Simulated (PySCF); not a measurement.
Species: C3H6OSi.
Numbering: `[CH2:1]=[CH:2][C:3](=[O:4])[SiH3:5]` (hydrogens: H6, H7 on C1; H8 on C2; H9, H10, H11 on Si5)

The same species was optimised twice, with GFN2-xTB and with PBE0-D3(BJ)/def2-SVP (PySCF), and the same property calculations (PySCF, gas phase) were run on both structures.

```
     coordinate  GFN2-xTB  PBE0-D3(BJ)/def2-SVP  change
     Si5–H9 (Å)     1.465                 1.496  +0.031
    Si5–H11 (Å)     1.465                 1.496  +0.031
    Si5–H10 (Å)     1.457                 1.488  +0.031
     C3–Si5 (Å)     1.927                 1.949  +0.022
      C1–H6 (Å)     1.078                 1.096  +0.018
      C1–H7 (Å)     1.078                 1.093  +0.015
      C2–H8 (Å)     1.084                 1.096  +0.012
      C1=C2 (Å)     1.326                 1.337  +0.011
      C2–C3 (Å)     1.475                 1.482  +0.007
      C3=O4 (Å)     1.217                 1.214  -0.003
 C3–Si5–H11 (°)     108.4                 111.3    +2.9
 H9–Si5–H11 (°)     109.9                 108.2    -1.7
  C3–Si5–H9 (°)     108.5                 110.2    +1.7
H10–Si5–H11 (°)     111.8                 110.2    -1.6
 H9–Si5–H10 (°)     111.2                 110.2    -1.0
   C1–C2–H8 (°)     121.2                 121.7    +0.5
   C2–C3–O4 (°)     120.2                 120.6    +0.4
  O4–C3–Si5 (°)     118.6                 118.3    -0.3
C1–C2–C3–O4 (°)       174                   179      +5
```

Rotational constants: A = 5197, B = 3396, C = 2105 MHz (GFN2-xTB) against A = 5123, B = 3349, C = 2074 MHz (PBE0-D3(BJ)/def2-SVP). Atoms that the bonding makes alike are paired by their places after alignment.

On the GFN2-xTB structure: C1s of C1 (eV) 291.10 [delta-SCF UKS SCAN, pcX-2 on the ionised atom, pcseg-1 elsewhere, spin-free X2C]; C1s of C2 (eV) 291.04 [delta-SCF UKS SCAN, pcX-2 on the ionised atom, pcseg-1 elsewhere, spin-free X2C]; C1s of C3 (eV) 292.80 [delta-SCF UKS SCAN, pcX-2 on the ionised atom, pcseg-1 elsewhere, spin-free X2C]; O1s of O4 (eV) 537.45 [delta-SCF UKS SCAN, pcX-2 on the ionised atom, pcseg-1 elsewhere, spin-free X2C]; Si1s of Si5 (eV) 1846.55 [delta-SCF UKS SCAN, pcX-2 on the ionised atom, pcseg-1 elsewhere, spin-free X2C]; Si2p of Si5 (eV) 107.10 [delta-SCF UKS SCAN, pcX-2 on the ionised atom, pcseg-1 elsewhere, spin-free X2C].

What do these properties become on the PBE0-D3(BJ)/def2-SVP structure?

```csv
property,level,on GFN2-xTB,on PBE0-D3(BJ)/def2-SVP,change
C1s of C1 (eV),"delta-SCF UKS SCAN, pcX-2 on the ionised atom, pcseg-1 elsewhere, spin-free X2C",291.10,291.22,+0.12
C1s of C2 (eV),"delta-SCF UKS SCAN, pcX-2 on the ionised atom, pcseg-1 elsewhere, spin-free X2C",291.04,291.13,+0.09
C1s of C3 (eV),"delta-SCF UKS SCAN, pcX-2 on the ionised atom, pcseg-1 elsewhere, spin-free X2C",292.80,292.90,+0.10
O1s of O4 (eV),"delta-SCF UKS SCAN, pcX-2 on the ionised atom, pcseg-1 elsewhere, spin-free X2C",537.45,537.52,+0.07
Si1s of Si5 (eV),"delta-SCF UKS SCAN, pcX-2 on the ionised atom, pcseg-1 elsewhere, spin-free X2C",1846.55,1846.66,+0.11
Si2p of Si5 (eV),"delta-SCF UKS SCAN, pcX-2 on the ionised atom, pcseg-1 elsewhere, spin-free X2C",107.10,107.17,+0.07
```

The heavy atoms differ by 0.024 Å rms after alignment (one structure mirrored). Among all bonds Si5–H9, Si5–H10 and Si5–H11 change most and about equally (+0.031 Å). Changes are differences of the printed values. Neither structure is proved a minimum here.

Conformer computed: `[CH2:1]=[CH:2][C:3](=[O:4])[SiH3:5]`: C1–C2–C3–O4 179°.
